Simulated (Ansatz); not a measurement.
Cost and result for the atomization energy of C$_{2}$H$_{7}$BrGe (`[CH3][GeH2][CH2]Br`) (11 atoms, 10 bonds).

| atom | x (Å) | y (Å) | z (Å) |
| --- | --- | --- | --- |
| C1 | 1.507 | 0.460 | 0.460 |
| Ge2 | -0.316 | 0.750 | -0.158 |
| C3 | -1.296 | -0.956 | -0.173 |
| Br4 | -0.412 | -2.248 | -1.327 |
| H5 | 2.069 | 1.395 | 0.436 |
| H6 | 2.004 | -0.266 | -0.184 |
| H7 | 1.505 | 0.081 | 1.483 |
| H8 | -0.341 | 1.324 | -1.585 |
| H9 | -1.074 | 1.706 | 0.788 |
| H10 | -1.339 | -1.406 | 0.817 |
| H11 | -2.308 | -0.840 | -0.556 |

The species carries charge 0 and has multiplicity 1. Correlated methods include outer-core shells of Br, Ge, which these sets cover unevenly. Scalar relativity is left out up to krypton. The structure was optimised at the PBE0-D4/def2-TZVP level. It is one conformer, not always the lowest. Program: Ansatz. Hardware: A = 2 threads of an AMD EPYC 7R13 on a shared host; B = 2 threads of an AMD EPYC 7R13 on a shared host and a share of an NVIDIA H100 80 GB. Times are those of one run each, without the atoms' runs, and a repeat can differ threefold. Electronic energies, without spin–orbit coupling; frozen cores. CCSD(T)/CBS adds CCSD(T) − MP2 in def2-TZVPP to the MP2 limit, and its time is that of the two runs behind it. T1 = 0.009. With those shells the extrapolation isn't a true limit. B3LYP takes the VWN-RPA correlation (the form of Gaussian; ORCA's B3LYP/G).

CCSD(T)/CBS is a level of theory with its own doubt, some kJ/mol a heavy atom from the limit and from the frozen cores, so smaller differences don't rank the functionals.

```json
{"level": "PBE-D4/def2-TZVPP (with forces) [A]", "functions": "256", "wall time": "4.4 s", "atomization (kJ/mol)": "3650.7", "difference from CCSD(T)/CBS": "13.5", "per bond": "1.3"}
{"level": "PBE0-D4/def2-TZVPP [A]", "functions": "256", "wall time": "7.5 s", "atomization (kJ/mol)": "3620.0", "difference from CCSD(T)/CBS": "-17.2", "per bond": "-1.7"}
{"level": "r2SCAN-D4/def2-TZVPP (with forces) [A]", "functions": "256", "wall time": "8.5 s", "atomization (kJ/mol)": "3629.6", "difference from CCSD(T)/CBS": "-7.6", "per bond": "-0.8"}
{"level": "B3LYP-D4/def2-TZVPP (with forces) [A]", "functions": "256", "wall time": "11 s", "atomization (kJ/mol)": "3604.9", "difference from CCSD(T)/CBS": "-32.3", "per bond": "-3.2"}
{"level": "B2PLYP/def2-TZVPP [A]", "functions": "256", "wall time": "12 s", "atomization (kJ/mol)": "3574.3", "difference from CCSD(T)/CBS": "-62.9", "per bond": "-6.3"}
{"level": "ωB97X-V/def2-TZVPP [A]", "functions": "256", "wall time": "15 s", "atomization (kJ/mol)": "3630.0", "difference from CCSD(T)/CBS": "-7.2", "per bond": "-0.7"}
{"level": "MP2/def2-QZVPP [B]", "functions": "502", "wall time": "18 s", "atomization (kJ/mol)": "3620.1", "difference from CCSD(T)/CBS": "-17.1", "per bond": "-1.7"}
{"level": "CCSD(T)/def2-TZVPP [B]", "functions": "256", "wall time": "19 s", "atomization (kJ/mol)": "3563.8", "difference from CCSD(T)/CBS": "-73.4", "per bond": "-7.3"}
{"level": "ωB97M-V/def2-TZVPP (with forces) [A]", "functions": "256", "wall time": "23 s", "atomization (kJ/mol)": "3610.1", "difference from CCSD(T)/CBS": "-27.1", "per bond": "-2.7"}
{"level": "CCSD(T)/CBS(def2)", "functions": "–", "wall time": "37 s", "atomization (kJ/mol)": "3637.2", "difference from CCSD(T)/CBS": "0.0", "per bond": "0.0"}
```

From PBE to PBE0 (25 % exact exchange), in def2-TZVPP and without D4, the atomization energy moves by −27.3 kJ/mol: exact exchange takes away binding that semilocal exchange gives to molecules. The D4 term adds +37.4 kJ/mol with B3LYP and +19.6 kJ/mol with PBE0; it sums over pairs of atoms, weighted by their polarisabilities, and B3LYP, whose exchange is more repulsive, gets the larger term. In def2-TZVPP, CCSD(T) changes the Hartree–Fock value by +874.2 kJ/mol (the triples alone add +46.0 kJ/mol) and MP2 by +888.5 kJ/mol; breaking electron pairs costs correlation energy, which Hartree–Fock lacks.
